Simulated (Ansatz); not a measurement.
Consider the redistribution: `[NH2][GaH][BH][SiH3]` + `[SiH3]O[SiH2][SiH3]` → `[NH2][GaH][O][SiH3]` + `[SiH3]B[SiH2][SiH3]`.

Computed with Ansatz on PBE0-D4/def2-TZVP structures; ΔE is electronic, products minus reactants. CBS: MP2 limit from def2 TZ/QZ plus the TZ coupled-cluster correction, frozen cores. DFT in def2-TZVPP. B3LYP here is the variant with VWN-RPA as its local correlation; programs differ in this. For Ga outer-core shells are correlated without core-valence functions, which leaves a few kJ/mol of doubt a bond. Scalar relativity is left out up to krypton. One conformer a species, not always the lowest.

CCSD(T)/CBS gives +14.8 kJ/mol.

Problem. Another level gave +7.6 kJ/mol. Which?
A. PBE0/def2-TZVPP
B. HF/def2-TZVPP
C. B3LYP-D4/def2-TZVPP
D. PBE-D4/def2-TZVPP

Solution. A. PBE0 7.6, B3LYP-D4 14.5, PBE-D4 3.3, HF/def2-TZVPP 23.0 kJ/mol.

Largest T1 diagnostic among the species: 0.015.

In def2-TZVPP, CCSD(T) changes the Hartree–Fock value by −14.2 kJ/mol (the triples alone add −3.5 kJ/mol) and MP2 by −15.0 kJ/mol. From PBE to PBE0 (25 % exact exchange), in def2-TZVPP and without D4, ΔE moves by +3.8 kJ/mol.
